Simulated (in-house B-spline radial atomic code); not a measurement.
## RPA and G0W0 on Hartree-Fock: Ne⁶⁺

Configuration [He] 2s2, mean-field start Hartree-Fock. Computed with an all-electron radial atomic-structure program (B-spline basis): all electrons, scalar-relativistic (spin-free one-electron X2C), finite nucleus, each spin shell either full or empty, empty states to l = 9 with an (l + 1/2)⁻⁴ tail; G0W0 by contour deformation at full frequency.

Command:
```bash
python run_gw.py task.json out
```
Settings (radii: box in bohr, nucleus in fm):
```
Z                        10
electrons                4
configuration            [He] 2s2
hamiltonian              x2c
method                   hf
lmax                     9
rms_radius               3.0055
spin_polarised           False
box_radius               9.29
intervals                68
ion_configuration        [He] 2s1
```

Run time, properties included: 1.4 s on 1 thread of Arm Neoverse V2 (shared host).

Energies (hartree):

```tsv
term	value
mean-field total	-110.24905
Hartree-Fock functional on these orbitals	-110.24905
direct second order	-0.25168
second-order exchange	0.12269
SOSEX correction	0.10686
```

Problem. What is the RPA correlation energy, and what remains with SOSEX?

Solution. RPA gives -0.21923 hartree (-1.49 eV per electron); RPA + SOSEX gives -0.11238, and the second-order doubles (MP2) -0.12898 hartree. SOSEX takes back 49 % of the RPA value.

Quasi-particle levels (eV):

| level | occupied | mean field | Σx - vxc | Σc | QP weight | G0W0 |
| --- | --- | --- | --- | --- | --- | --- |
| 2s | yes | -204.11 | 0.00 | ? | ? | ? |
| 1s | yes | -1104.30 | 0.00 | 3.80 | 0.979 | -1100.50 |
| 2p | no | -157.24 | 0.00 | -1.46 | 0.984 | -158.70 |

G0W0 = mean field + (Σx - vxc) + Σc, with Σc (partial-wave tail included) taken at the quasi-particle energy.

Problem. Where does G0W0 put 2s?

Solution. At -206.67 eV, with Σc = -2.56 eV and a quasi-particle weight of 0.976. The tabulated removal energy is 207.271 ± 0.012 eV (NIST, measured).

Problem. What does it cost to remove one electron (to [He] 2s1) by differences of total energies, each species on its own start (correlation terms add to the Hartree-Fock functional)?

Solution. Hartree-Fock functional 203.81 eV, + RPA 206.26 eV, + RPA + SOSEX 205.54 eV, + second order 205.96 eV. Tabulated: 207.271 ± 0.012 eV (NIST, measured).
